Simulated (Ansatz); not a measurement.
Method: frozen-core CCSD(T)/cc-pVTZ // r2SCAN-D4/def2-TZVP (Ansatz, a program for electronic structure). The geometry is that of the parent before the electron was removed.

Ansatz 0.2 input:
```yaml
crystal:
  periodic: [false, false, false]
  atoms:
    - { symbol: B, position_ang: [1.85562, -0.487291, 0.000924] }
    - { symbol: N, position_ang: [0.637023, 0.181298, -0.209644] }
    - { symbol: B, position_ang: [-0.663189, -0.240882, 0.259165] }
    - { symbol: N, position_ang: [-1.814809, 0.508365, -0.012901] }
    - { symbol: H, position_ang: [1.850978, -1.506535, 0.624542] }
    - { symbol: H, position_ang: [2.866151, -0.025271, -0.445771] }
    - { symbol: H, position_ang: [0.677414, 1.042427, -0.74264] }
    - { symbol: H, position_ang: [-0.751352, -1.249954, 0.890783] }
    - { symbol: H, position_ang: [-1.82558, 1.368259, -0.537413] }
    - { symbol: H, position_ang: [-2.724207, 0.2255, 0.30738] }
basis:
  gaussian: { orbitals: cc-pVTZ }
correlation:
  method: ccsd_t
total_charge: 1
magnetization:
  spin_polarized: true
  initial_magnetization: 1
```

Output:

```
Functional definition: HF
1164 factors; integrals over basis functions are off by at most 9.8e-4 eV
mean field evaluation 1: about -4386.3468 eV, gradient 4.6e1 eV
mean field evaluation 2: about -4386.3488 eV, gradient 4.6e1 eV
mean field evaluation 4: about -4396.5088 eV, gradient 1.1e1 eV
mean field evaluation 8: about -4397.5059 eV, gradient 2.1e-1 eV
mean field evaluation 16: about -4386.3448 eV, gradient 4.6e1 eV
mean field evaluation 32: about -4395.2588 eV, gradient 2.4e0 eV
mean field evaluation 64: about -4397.5057 eV, gradient 1.7e-1 eV
mean field evaluation 96: about -4394.1536 eV, gradient 1.3e1 eV
mean field evaluation 128: about -4396.9741 eV, gradient 3.6e0 eV
mean field evaluation 160: about -4394.6478 eV, gradient 7.3e-3 eV
mean field evaluation 192: about -4397.1959 eV, gradient 6.5e-1 eV
mean field evaluation 224: about -4397.2992 eV, gradient 4.5e-1 eV
mean field evaluation 256: about -4394.6478 eV, gradient 7.8e-4 eV
mean field evaluation 288: about -4393.5007 eV, gradient 1.2e-3 eV
mean field evaluation 320: about -4395.3774 eV, gradient 4.5e-2 eV
mean field -4397.50631754 eV, -161.6053764329 hartree, gradient 1.7e-6 eV, S^2 0.785772; 7 other end points of the search recorded, 0 dependent functions left out
determinant -4397.50631754 eV, -161.6053764329 hartree, with singles and doubles -4414.62408654 eV, -162.2344428407 hartree
determinant -4395.38006147 eV, -161.5272379635 hartree, with singles and doubles -4413.05515619 eV, -162.1767857137 hartree
determinant -4394.64783119 eV, -161.5003289970 hartree, with singles and doubles -4412.11387495 eV, -162.1421942662 hartree
4 core orbitals not correlated
reference -4397.50631754 eV, -161.6053764329 hartree; 11, 10 occupied and 189, 190 virtual orbitals, 1164 factors
second order -15.63088173 eV of doubles, -0.00000000 eV of singles
cycle   1  -16.85721050 eV  change    -1.4e0 eV  update   2.8e-2
cycle   2  -16.89529942 eV  change   -3.8e-2 eV  update   1.2e-2
cycle   3  -16.89875931 eV  change   -3.5e-3 eV  update   8.7e-3
cycle   4  -16.91197000 eV  change   -1.3e-2 eV  update   6.8e-3
cycle   5  -16.92693780 eV  change   -1.5e-2 eV  update   3.9e-3
cycle   6  -16.92836992 eV  change   -1.4e-3 eV  update   1.0e-3
cycle   7  -16.92998031 eV  change   -1.6e-3 eV  update   4.3e-4
cycle   8  -16.93014088 eV  change   -1.6e-4 eV  update   1.5e-4
cycle   9  -16.93020383 eV  change   -6.3e-5 eV  update   6.4e-5
cycle  10  -16.93019716 eV  change    6.7e-6 eV  update   2.6e-5
cycle  11  -16.93022254 eV  change   -2.5e-5 eV  update   1.1e-5
cycle  12  -16.93022472 eV  change   -2.2e-6 eV  update   5.0e-6
perturbative correction -0.65767238 eV, -0.0241690142 hartree
Total energy: -4415.09421465 eV, -162.2517197299 hartree
```

Cost: around 23 core-minutes (rough).
